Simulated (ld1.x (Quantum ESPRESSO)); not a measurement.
Sr, TM: configuration errors across variants

- Element: Sr
- Generator: ld1.x (Quantum ESPRESSO) 7.5
- Type: norm-conserving Troullier–Martins (Kleinman–Bylander form)
- Functional: PBE
- Relativity: scalar-relativistic
- Frozen core: [Ar] 3d10 4s2
- Valence charge: 8
- Reference configuration: 4p6 4d0 5s2 5p0
- Partial waves: 4p (bound): rc 2.20 bohr; 4d (bound, empty): rc 3.00 bohr; 5s (bound): rc 3.65 bohr
- Local potential: the s channel
- Core correction: none

All-electron excitation energies from the reference (eV): (1) 4p6 4d0 5s1 5p0 5.885; (2) 4p6 4d0 5s0 5p0 16.892; (3) 4p6 4d0 5s1.5 5p0 2.339; (4) 4p6 4d0 5s0 5p1 8.822; (5) 4p6 4d0 5s1 5p1 2.299; (6) 4p6 4d1 5s0 5p0 7.649; (7) 4p6 4d0 5s0 5p2 4.707.

3 further variants failed, have other tests or too few solved ones, and are left out.

A true bound ghost makes a file unfit for plane-wave use even where its test errors are small: the radial tests pick states by their node count and pass the ghost by.

Errors AE − PS in meV (a dash: test not solved or not reliable):

```csv
change,(1),(2),(3),(4),(5),(6),(7),bound ghosts
base,+5.6,+36,+1.0,-545,-314,-31,-726,none
"all radii scaled by about 0.85 (s 3.08, p 1.86, d 2.54 bohr)",+5.9,+36,+1.0,-541,-311,-34,-720,none
wave 4d (bound): rc 3.00 bohr becomes 4d (bound): rc 2.86 bohr,+5.6,+36,+1.0,-545,-314,-32,-726,none
wave 5s (bound): rc 3.65 bohr becomes 5s (bound): rc 5.30 bohr,+2.1,-110,+1.7,-700,-333,-7.4,-851,none
core correction a·sin(br)/r model core inside 0.94 bohr,+2.5,-1.0,+0.6,-566,-317,-44,-744,none
local potential all-electron potential smoothed inside 2.55 bohr (lloc = -1),+1.6,+40,-0.2,+3.4,-4.5,-23,-6.3,s
local potential all-electron potential smoothed inside 2.25 bohr (lloc = -1),+4.8,+40,+0.7,+104,+51,-21,+119,s
```

Question: Give the same row for: wave 4p (bound): rc 2.20 bohr becomes 4p (bound): rc 2.34 bohr.

Answer: +5.6, +36, +1.0, -544, -314, -30, -726; bound ghosts: none.
